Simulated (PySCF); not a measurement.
B(GeH3)(H)2 (BGeH5), SMILES [BH2][GeH3]. Coordinates come from a ωB97X-D3(BJ)/def2-TZVP optimisation.

PySCF with TDA-PBE0/def2-SVPD puts the lowest singlet excitations at 4.25, 5.26, 6.23, 6.25, 7.69, 8.31 eV.

What are the lowest excitation roots from ADC(2)/aug-cc-pVDZ run with PySCF 2.14.0? (Estimate from the structure and the level; the computed values follow.)

4.43, 5.86, 7.18, 7.30, 7.80, 8.33 eV. S1 differs by 0.18 eV (second minus first; roots are paired by order, and the bases may differ).
